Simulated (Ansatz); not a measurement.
`[SiH3][Zn][Cl]` + dimethylamine → `C[N](C)[Zn][Cl]` + SiH₄ at 700 K and 1 bar (cleavage of the Zn–Si bond).

Program: Ansatz. Geometries: PBE0-D4/def2-TZVP. ΔE: electronic, gas phase. CCSD(T)/CBS adds triple-zeta CCSD(T) − MP2 to the extrapolated MP2 energy (def2 sets, frozen cores). This one scheme is used for every species. For Zn outer-core shells are correlated without core-valence functions, which leaves a few kJ/mol of doubt a bond. Scalar relativity is left out up to krypton. One conformer a species, not always the lowest.

| species | CCSD(T)/CBS energy (Eh) | H − E (kJ/mol) | S (J/(mol·K)) |
| --- | --- | --- | --- |
| `[SiH3][Zn][Cl]` | -2529.09474 | 122.7 | 393.0 |
| `CNC` | -135.00321 | 296.9 | 352.4 |
| `C[N](C)[Zn][Cl]` | -2372.62212 | 294.3 | 481.4 |
| SiH₄ | -291.46306 | 115.5 | 252.9 |

H − E and S are ideal-gas, rigid-rotor, harmonic terms from PBE0-D4/def2-TZVP, for one conformer and one mirror image of each species. 1 Eh = 2625.50 kJ/mol, R = 8.31446 J/(mol·K).

By hand: ΔE, ΔH, ΔS and ΔG.

ΔE = (-2372.62212) + (-291.46306) − (-2529.09474) − (-135.00321) = 0.01277 Eh = 33.5 kJ/mol. Δ(H − E) = 294.3 + 115.5 − 122.7 − 296.9 = -9.8, so ΔH = 23.7 kJ/mol. ΔS = 481.4 + 252.9 − 393.0 − 352.4 = -11.1 J/(mol·K). ΔG = 23.7 − 700 × (-11.1)/1000 = 31.5 kJ/mol.

By hand: the equilibrium constant, and the temperature at which ΔG would vanish if ΔH and ΔS stayed fixed.

log₁₀ K = −ΔG/(RT ln 10) = -2.4. ΔH and −TΔS have one sign here, so there is no such temperature.

The number of gas molecules stays the same, so ΔS is small and ΔH decides. A doubt of 5 kJ/mol in ΔE shifts log₁₀ K by 0.4 here. Other conformers and mirror images would add mixing entropy, several J/(mol·K) or more a flexible species. Modes under 60 cm⁻¹, often nearly free rotors, make the harmonic entropy too high. These are equilibria of isolated gas molecules and say nothing of rates. Largest T1 diagnostic: 0.014 (customary marks: 0.02 for closed shells, 0.045 for open ones).

ΔS is within the doubt of such terms, so its sign, and with it that verdict, could turn.
